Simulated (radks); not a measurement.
Q: The mean radii <r> (bohr) of the occupied orbitals of an atom or ion are listed with their occupations. Method: Dirac Kohn-Sham, OLYP, spin-unpolarised, spherical densities, finite nucleus; Fermi nuclear charge, rms radius of each element as measured or else 0.836 A^(1/3) + 0.57 fm; computed with a radial shooting solver on a logarithmic mesh with Libxc functionals.

orbital  occ.      <r>
1s1/2       2  0.04861
2s1/2       2   0.2175
2p1/2       2   0.1883
2p3/2       4   0.1918
3s1/2       2   0.6419
3p1/2       2   0.6564
3p3/2       4   0.6661
3d3/2       4   0.7224
3d5/2       4   0.7265
4s1/2       2    1.972
4p1/2       2    2.389

Name the element and its charge. Open shells, if any, fill j = l - 1/2 first.

A: Z = 31, gallium, charge +1: Ga+ in [Ar] 3d8 4s2 4p2. The 1s radius gives Z: for a bare nucleus <r> = (2 gamma + 1)/(2Z) with gamma = sqrt(1 - (Z/c)^2), 0.04755 bohr for Z = 31, and screening makes it slightly larger (0.04861 here). The occupations add up to 30, and the charge is Z minus that.
